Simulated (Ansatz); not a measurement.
A run on CH₄FGaO₂, SMILES `OC[O][GaH][F]` with other settings.

```yaml
crystal:
  periodic: [false, false, false]
  atoms:
    - {symbol: O, position_ang: [0.529314, 0.487596, 0.786126]}
    - {symbol: C, position_ang: [0.705195, -0.883913, 0.259963]}
    - {symbol: O, position_ang: [-0.431873, -1.163017, -0.426187]}
    - {symbol: Ga, position_ang: [-1.238568, 0.496251, -0.387272]}
    - {symbol: F, position_ang: [-0.550285, 1.596320, -1.592273]}
    - {symbol: H, position_ang: [1.158382, 1.085578, 0.365079]}
    - {symbol: H, position_ang: [1.611996, -0.886777, -0.360623]}
    - {symbol: H, position_ang: [0.841034, -1.526488, 1.136498]}
    - {symbol: H, position_ang: [-2.625214, 0.794450, 0.218690]}
basis:
  gaussian: {orbitals: cc-pVTZ}
hamiltonian: {xc: {name: LC-wPBE}}
accuracy: high
output: {forces: true}
```

```sh
$ ansatz run in.yaml --threads 4 --pin off --events-out ev --progress --plain --max-ram 10444MiB
```

It prints (some lines left out):

```
Functional definition: LC-wPBE
3872 factors; integrals over basis functions are off by at most 8.7e-9 eV
680 factors; integrals over basis functions are off by at most 2.7e-9 eV
mean field evaluation 1: about -60278.5567 eV, gradient 6.9e1 eV
mean field evaluation 2: about -60277.0969 eV, gradient 8.0e1 eV
mean field evaluation 4: about -60285.7364 eV, gradient 3.2e0 eV
mean field evaluation 8: about -60285.7492 eV, gradient 1.6e-1 eV
mean field evaluation 16: about -60285.7493 eV, gradient 1.5e-4 eV
mean field -60285.74928787 eV, -2215.4604231806 hartree, gradient 4.6e-8 eV, S^2 0.000000; 0 other end points of the search recorded, 0 dependent functions left out
reference -60285.74928787 eV, -2215.4604231806 hartree; 33, 33 occupied and 186, 186 virtual orbitals, 3872 factors
Total energy: -60285.74928787 eV, -2215.4604231806 hartree
Atom 0 at     0.529314     0.487596     0.786126 Å, force    -0.001581    -0.054661    -0.127990 eV/Å
Atom 1 at     0.705195    -0.883913     0.259963 Å, force     0.144216     0.055441     0.147349 eV/Å
Atom 2 at    -0.431873    -1.163017    -0.426187 Å, force    -0.160391     0.215699    -0.048335 eV/Å
Atom 3 at    -1.238568     0.496251    -0.387272 Å, force    -0.006432    -0.093424     0.018487 eV/Å
Atom 4 at    -0.550285     1.596320    -1.592273 Å, force    -0.044947    -0.086471     0.091145 eV/Å
Atom 5 at     1.158382     1.085578     0.365079 Å, force    -0.042384    -0.035129     0.032016 eV/Å
Atom 6 at     1.611996    -0.886777    -0.360623 Å, force    -0.074229     0.004075     0.035008 eV/Å
Atom 7 at     0.841034    -1.526488     1.136498 Å, force    -0.011589     0.033734    -0.070754 eV/Å
Atom 8 at    -2.625214     0.794450     0.218690 Å, force     0.197336    -0.039264    -0.076925 eV/Å
Dipole moment:     0.359834    -0.021951     0.407579 e Å
```

Run time 17 s (4 threads of an Intel Xeon Platinum 8259CL on a shared host); peak host memory 1.5 GiB.
